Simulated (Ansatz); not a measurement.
Au₅Se₂⁺, relaxed as a singlet with RKS PBE0-D4/def2-SVP in Ansatz, starting from the GFN2-xTB geometry. Force threshold 0.02 eV/Å.

In the def2 sets Au takes a core potential; there is no spin–orbit coupling. The structure comes from a short search, and lower isomers may exist.

Start:

Cartesian coordinates in Å:
```
Au -1.467 -3.379 -0.717
Au 0.012 -0.015 -0.016
Au 1.488 3.296 0.928
Au -3.417 -0.917 1.246
Au 3.339 1.072 -1.387
Se -2.046 -1.083 -0.676
Se 2.091 1.027 0.623
```

Question: Estimate the energy that the relaxation releases and the steps that it takes.

Answer: 18.3 kJ/mol, in 5 steps; 60 s on 4 threads of Arm Neoverse V2 on a shared host. No frequencies were taken in this run, so the end may be a saddle point.

Question: Does the start keep its bonding and symmetry?

Answer: By distances, no bond broke or formed. The bond that changes most is Au2–Se6, from 2.41 to 2.45 Å (atoms count from 1). Point group C2 at the start, C2 at the end, both within 0.05 Å.

Question: Predict the relaxed structure.

Answer: 
```xyz
7

Au   -1.3669   -3.1926   -0.5881
Au    0.0216   -0.0267   -0.0243
Au    1.3504    3.1247    0.7734
Au   -3.1324   -0.9016    1.2502
Au    3.0748    1.0613   -1.3518
Se   -2.0783   -0.9279   -0.8987
Se    2.1308    0.8628    0.8393
```
Bond lengths (bridged metal pairs left out): 6 × Au–Se 2.39 to 2.45 Å.
